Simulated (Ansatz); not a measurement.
Gas-phase electronic energies from Ansatz, PBE0-D4/def2-TZVP geometries. CCSD(T)/CBS adds triple-zeta CCSD(T) − MP2 to the extrapolated MP2 energy (def2 sets, frozen cores). This one scheme is used for every species, atoms too. DFT in def2-TZVPP. Open shells (•) are unrestricted, without spin–orbit coupling. Spin–orbit coupling would lower the free atoms: a little for C, F, Si. One conformer a species, not always the lowest.

`N=C=C(F)[SiH3]` → 2 C• + F• + 4 H• + N• + Si•  (atomization)

```json
{"level": "BLYP-D4", "ΔE (kcal/mol)": "811.3"}
{"level": "BLYP", "ΔE (kcal/mol)": "802.5"}
{"level": "PBE0", "ΔE (kcal/mol)": "799.9"}
{"level": "CCSD/CBS(def2)", "ΔE (kcal/mol)": "779.1"}
```

What does CCSD(T)/CBS give? (Estimate.)

Ansatz gave: +796.0 kcal/mol. The listed levels differ from it by 15.3, 6.5, 3.9, -16.9 kcal/mol.

Largest T1 diagnostic among the species: 0.015.

From r2SCAN to r2SCAN0 (25 % exact exchange), in def2-TZVPP and without D4, ΔE moves by −21.7 kcal/mol: exact exchange takes away binding that semilocal exchange gives to molecules. The D4 term adds +6.4 kcal/mol with B3LYP and +3.4 kcal/mol with PBE0; it sums over pairs of atoms, weighted by their polarisabilities, and B3LYP, whose exchange is more repulsive, gets the larger term.

B3LYP here is the variant with VWN-RPA as its local correlation; programs differ in this.

For atomizations the MP2-based limit and the directly extrapolated one differ by several kJ/mol either way, and by 10 to 25 for some Ge, Se and Sn compounds, so smaller differences from it don't rank the levels.
